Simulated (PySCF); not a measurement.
## Br (bromine, neutral) across methods

[Ar] 3d10 4s1 4p6, 2S determinant (an excited configuration). Calculation: PySCF 2.14, in def2-TZVPPD (7s6p5d1f, 57 functions); the non-relativistic Hamiltonian (point nucleus).

```csv
method,E (hartree),mean ε 4s α (eV),mean ε 4p α (eV),mean ε 4p β (eV),Σ⟨r²⟩ (bohr²),⟨S²⟩
LC-wPBE,-2573.290,-26.483,-13.139,-11.675,41.06,0.754
r2SCAN,-2573.647,-21.639,-9.341,-8.253,41.20,0.757
LDA,-2570.127,-20.760,-8.957,-8.230,41.34,0.752
B97-3,-2573.439,-23.290,-10.419,-9.040,41.35,0.756
PBE,-2573.296,-20.624,-8.855,-8.054,41.39,0.753
r2SCAN0,-2573.629,-23.897,-10.712,-9.148,41.32,0.760
PBE0,-2573.360,-23.186,-10.372,-9.030,41.36,0.756
UHF,-2571.86905,-30.134,-14.195,-10.788,42.32,0.782
wB97M-V,-2573.510,-25.773,-12.564,-11.256,41.60,0.754
```
